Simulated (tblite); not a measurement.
Species: C₈H₆ (charge +1 and doublet state).
Atom-mapped SMILES: `[CH:1]#[C:2][CH2:3][CH2:4][C:5]#[C:6][C:7]=[CH+:8]` (hydrogens: H9 on C1; H10, H11 on C3; H12, H13 on C4; H14 on C8)
Bond orders are those of one Lewis drawing.

Computed with GFN2-xTB (tblite), gas phase: L-BFGS steps from a force-field or distance-geometry start until the largest atomic force falls under 0.01 eV/Å.

Step 11: E = -530.4326 eV
```
atom  x, y, z in Å  |  force x, y, z in eV/Å
C1     -3.8938   -0.2772   -0.3174   -0.031  -0.034   0.016
C2     -2.7220    0.0121   -0.3322    0.016   0.019  -0.010
C3     -1.3375    0.3858   -0.3659   -0.022   0.021  -0.011
C4     -0.4157   -0.6466    0.2936    0.024  -0.064   0.034
C5      0.9653   -0.3153    0.2791   -0.055   0.072  -0.039
C6      2.1469    0.0005    0.2509    0.068   0.026  -0.008
C7      3.4475    0.3299    0.2285    0.109   0.016   0.003
C8      4.6268    0.6368    0.2033   -0.108  -0.033   0.007
H9     -4.9179   -0.5240   -0.3064    0.020   0.003  -0.001
H10    -1.2357    1.3574    0.1328    0.028   0.038  -0.007
H11    -1.0497    0.5371   -1.4134    0.025   0.026  -0.021
H12    -0.7224   -0.8048    1.3356   -0.018  -0.003   0.086
H13    -0.5413   -1.6214   -0.1949   -0.006  -0.074  -0.048
H14     5.6488    0.8994    0.1843   -0.052  -0.013   0.000
```

Step 12: E = -530.4335 eV
```
atom  x, y, z in Å  |  force x, y, z in eV/Å
C1     -3.8928   -0.2779   -0.3168    0.009  -0.022   0.014
C2     -2.7209    0.0114   -0.3317   -0.017   0.025  -0.017
C3     -1.3378    0.3869   -0.3664    0.019  -0.005   0.006
C4     -0.4162   -0.6481    0.2943    0.013  -0.043   0.023
C5      0.9636   -0.3131    0.2779    0.017   0.072  -0.032
C6      2.1464    0.0006    0.2508   -0.015   0.005  -0.006
C7      3.4466    0.3291    0.2288   -0.014  -0.012   0.003
C8      4.6243    0.6359    0.2034    0.027   0.002   0.004
H9     -4.9161   -0.5234   -0.3067   -0.019  -0.010   0.001
H10    -1.2352    1.3589    0.1325    0.026   0.018  -0.011
H11    -1.0493    0.5381   -1.4143    0.020   0.018  -0.003
H12    -0.7203   -0.8042    1.3386   -0.020  -0.005   0.038
H13    -0.5387   -1.6234   -0.1967   -0.017  -0.036  -0.021
H14     5.6457    0.8986    0.1843   -0.029  -0.009   0.000
```

Problem. Estimate the geometry and energy of step 13. (The exact step hangs on the optimiser's Hessian estimate; all steps are aligned on step 12, rigid shifts and turns removed.)

Solution. E = -530.4339 eV, largest force 0.065 eV/Å
```
atom  x, y, z in Å  |  force x, y, z in eV/Å
C1     -3.8926   -0.2787   -0.3163    0.020  -0.017   0.012
C2     -2.7209    0.0118   -0.3320   -0.017   0.027  -0.017
C3     -1.3378    0.3873   -0.3666    0.029  -0.015   0.013
C4     -0.4162   -0.6496    0.2951   -0.001  -0.020   0.011
C5      0.9629   -0.3109    0.2768    0.026   0.052  -0.022
C6      2.1464    0.0009    0.2506   -0.034   0.001  -0.006
C7      3.4468    0.3289    0.2290   -0.062  -0.019   0.002
C8      4.6240    0.6357    0.2036    0.049   0.008   0.003
H9     -4.9159   -0.5234   -0.3067   -0.025  -0.013   0.002
H10    -1.2344    1.3598    0.1322    0.023   0.001  -0.012
H11    -1.0486    0.5388   -1.4147    0.017   0.010   0.011
H12    -0.7205   -0.8043    1.3405   -0.010  -0.005   0.003
H13    -0.5386   -1.6251   -0.1978   -0.012  -0.007  -0.001
H14     5.6447    0.8984    0.1843   -0.003  -0.003   0.000
```

The energy changes by -0.0004 eV. The first-order estimate −F·Δx gives -0.0006 eV and the mean of the old and new forces, exact on a quadratic surface, -0.0004 eV. The step makes an angle of 35° with the force vector and moves no atom by more than 0.003 Å.

What follows is the cost of the whole relaxation. On an Arm Neoverse V1 with one thread, no GPU, on a shared host, this took 0.17 s of wall time.
